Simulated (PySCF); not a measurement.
## Ionising KB

r²SCAN; PySCF, spin-free X2C with a Gaussian nucleus, basis sets K x2c-SVPall, B x2c-SVPall. Neutral (UKS): triplet (σ ↑, π ↑), Re = 2.891 Å, ωe = 269 cm⁻¹, De = 1.10 eV, HOMO -2.58 eV, LUMO -1.69 eV.

KB⁺ (UKS): doublet (σ ↑), Re = 3.433 Å, ωe = 129 cm⁻¹, De = 0.32 eV to K⁺ + B. The energies at the minima are -626.74454 hartree for KB and -626.55978 for KB⁺.

**Question.** Work out the adiabatic ionisation energy, without and with harmonic zero-point energies (1 hartree = 27.2114 eV, 1 eV = 8065.5 cm⁻¹), and the change of the bond length.

**Answer.** At r²SCAN: 0.18476 hartree = 5.028 eV between the minima; the zero-point term (129.0 − 269.0)/2 cm⁻¹ = -0.009 eV makes it 5.019 eV. Re changes by +54.2 pm against the neutral. The electron leaves a π orbital, and the ion is left as a loose complex of an ion and an atom.

Weak bonds: KB⁺. Basis-set superposition, not corrected here, can be much of De in a small basis, most of all at correlated wavefunction levels. For an ion De counts to the pair picked by the measured ionisation energies or electron affinities, which need not be the lowest pair at this level. States were picked by a PBE0 search and need not be the measured ground states.
